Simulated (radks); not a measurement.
Spherical quantum dot in the effective-mass picture: electrons in a hard-walled sphere of radius 3.78, with a point charge +1 (a donor) at the centre, all in effective atomic units (hartree* = m*/eps^2 hartree, bohr* = eps/m* bohr), one dielectric constant everywhere. Calculated with a radial shooting solver with Libxc functionals: non-relativistic Kohn-Sham, PBEsol, spin-polarised, spherical densities. Levels are named by radial order and angular momentum (1s, 1p, 1d, 2s, ...), and open shells are averaged over m.

N = 24, configuration 1s2 1p6 1d10 2s(up 1, down 0) 1f(up 5, down 0). This is the lowest configuration that the search found. Occupied and some empty levels:

| level | occupation | eigenvalue (hartree*) | <r> (bohr*) |
|---|---|---|---|
| 1s up | 1 | 7.9811 | 2.448 |
| 1s down | 1 | 8.0503 | 2.482 |
| 1p up | 3 | 8.1853 | 2.642 |
| 1p down | 3 | 8.2476 | 2.637 |
| 1d up | 5 | 8.5026 | 2.736 |
| 1d down | 5 | 8.5663 | 2.730 |
| 2s up | 1 | 8.8462 | 1.431 |
| 1f up | 5 | 8.9328 | 2.808 |
| 1f down | 0 | 8.9987 | 2.803 |
| 2s down | 0 | 9.0408 | 1.499 |
| 1g up | 0 | 9.4685 | 2.867 |
| 1g down | 0 | 9.5363 | 2.864 |
| 2p up | 0 | 9.7537 | 1.897 |
| 2p down | 0 | 9.8403 | 1.938 |
| 2d up | 0 | 10.539 | 2.127 |
| 2d down | 0 | 10.595 | 2.141 |

Energy (hartree*): total 108.421, kinetic 30.259, external -10.086, Hartree 99.052, exchange-correlation -10.804.
